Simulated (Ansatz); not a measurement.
The inner images of a band of ClH$_{4}$OSSi (8 atoms, charge 1, multiplicity 1) are given out of order.

Method: RKS PBE/def2-SVP (Ansatz 0.2.0).

Initial state:

```xyz
8
Properties=species:S:1:pos:R:3
S -0.284 0.991 -1.781
O 0.493 0.531 -0.247
Si -0.170 -0.831 0.835
Cl 0.005 -2.541 -0.230
H -0.750 2.177 -1.275
H 1.461 0.727 -0.256
H -1.564 -0.353 1.006
H 0.809 -0.700 1.948
```

Final state:

```xyz
8
Properties=species:S:1:pos:R:3
S 0.012 0.885 -1.352
O 0.113 0.674 0.239
Si -0.319 -0.866 1.043
Cl 0.241 -2.287 -0.327
H -0.145 2.258 -1.368
H 1.347 0.984 -1.718
H -1.795 -0.848 1.235
H 0.547 -0.802 2.249
```

Problem. Put them in order from the first end to the last, with their energies above the first end.
A.
```xyz
8
Properties=species:S:1:pos:R:3
S -0.447 1.027 -1.680
O 0.399 0.617 -0.143
Si -0.190 -0.855 0.915
Cl 0.252 -2.444 -0.261
H -0.311 2.361 -1.415
H 1.285 0.603 -0.578
H -1.652 -0.601 1.037
H 0.664 -0.708 2.125
```
B.
```xyz
8
Properties=species:S:1:pos:R:3
S -0.185 0.957 -1.605
O 0.337 0.634 0.093
Si -0.229 -0.852 0.949
Cl 0.252 -2.428 -0.253
H -0.251 2.319 -1.410
H 1.161 0.755 -0.994
H -1.703 -0.662 1.055
H 0.618 -0.722 2.166
```
C.
```xyz
8
Properties=species:S:1:pos:R:3
S -0.479 1.042 -1.691
O 0.410 0.558 -0.215
Si -0.180 -0.852 0.870
Cl 0.212 -2.507 -0.229
H -0.447 2.367 -1.346
H 1.376 0.577 -0.421
H -1.621 -0.516 0.997
H 0.729 -0.667 2.035
```
D.
```xyz
8
Properties=species:S:1:pos:R:3
S -0.307 0.988 -1.668
O 0.410 0.640 -0.034
Si -0.211 -0.857 0.939
Cl 0.257 -2.432 -0.251
H -0.267 2.331 -1.418
H 1.180 0.687 -0.772
H -1.686 -0.642 1.042
H 0.624 -0.715 2.162
```
E.
```xyz
8
Properties=species:S:1:pos:R:3
S -0.107 0.925 -1.482
O 0.220 0.638 0.168
Si -0.255 -0.853 0.967
Cl 0.245 -2.418 -0.259
H -0.230 2.307 -1.403
H 1.237 0.825 -1.238
H -1.725 -0.692 1.078
H 0.615 -0.733 2.168
```
F.
```xyz
8
Properties=species:S:1:pos:R:3
S -0.390 1.034 -1.738
O 0.459 0.524 -0.255
Si -0.175 -0.843 0.844
Cl 0.119 -2.560 -0.185
H -0.622 2.295 -1.255
H 1.436 0.626 -0.360
H -1.593 -0.424 0.966
H 0.766 -0.652 1.982
```
G.
```xyz
8
Properties=species:S:1:pos:R:3
S -0.043 0.903 -1.377
O 0.125 0.657 0.213
Si -0.286 -0.867 1.002
Cl 0.237 -2.387 -0.273
H -0.198 2.285 -1.385
H 1.315 0.910 -1.491
H -1.757 -0.745 1.128
H 0.606 -0.756 2.183
```

Solution. F (+0.1 kcal/mol), C (+0.9 kcal/mol), A (+5.4 kcal/mol), D (+21.1 kcal/mol), B (+35.4 kcal/mol), E (+22.9 kcal/mol), G (+5.7 kcal/mol).

Time of the run: 2.3 min on 2 threads of Arm Neoverse V1, on a shared host, peak memory 0.12 GiB.
